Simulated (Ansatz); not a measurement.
CH5Cl3GaN (`C[NH2+][Ga-]([Cl])([Cl])[Cl]`). Total charge 0; spin multiplicity 1.

```xyz
11

C    -0.184   -0.875   -1.136
N    -0.397    0.410   -0.446
Ga    0.464    0.546    1.416
Cl   -0.516   -1.068    2.461
Cl   -0.135    2.547    1.959
Cl    2.550    0.260    0.946
H    -0.663   -0.885   -2.116
H    -0.592   -1.673   -0.518
H     0.887   -1.035   -1.248
H    -0.026    1.180   -0.996
H    -1.389    0.593   -0.324
```

**Question.** List the harmonic frequencies (cm⁻¹, unscaled) at PBE0-D4/def2-TZVP in Ansatz. (Estimate.)

**Answer.** Computed: 53, 87, 105, 122, 122, 148, 221, 241, 364, 417, 425, 433, 661, 1020, 1043, 1063, 1256, 1338, 1455, 1502, 1503, 1634, 3074, 3159, 3176, 3496, 3567.

**Question.** Is this a minimum?

**Answer.** Yes, all 27 modes are real.

**Question.** Give the ideal-gas thermochemistry at 298.15 K and 1 bar (rigid rotor, harmonic oscillator; point group Cs, symmetry number 1).

**Answer.** Zero-point energy 189.5 kJ/mol; H(298) − E = 217.4 kJ/mol; entropy 421.0 J/(mol·K), of which translation 175.4, rotation 125.2, vibration 120.4; G(298) − E = 91.9 kJ/mol. Modes under 100 cm⁻¹ are hindered rotations or soft bends, so the harmonic entropy is rough.

**Question.** And at 400, 500, 600, 800 and 1000 K?

**Answer.** 
| T (K) | H − E (kJ/mol) | S (J/mol/K) | G − E (kJ/mol) |
| --- | --- | --- | --- |
| 400 | 231.7 | 462.0 | 46.9 |
| 500 | 247.1 | 496.5 | -1.1 |
| 600 | 263.8 | 526.9 | -52.3 |
| 800 | 300.3 | 579.2 | -163.1 |
| 1000 | 339.8 | 623.2 | -283.4 |

**Question.** Rotational constants (cm⁻¹)?

**Answer.** 0.04079, 0.03643, 0.03166.
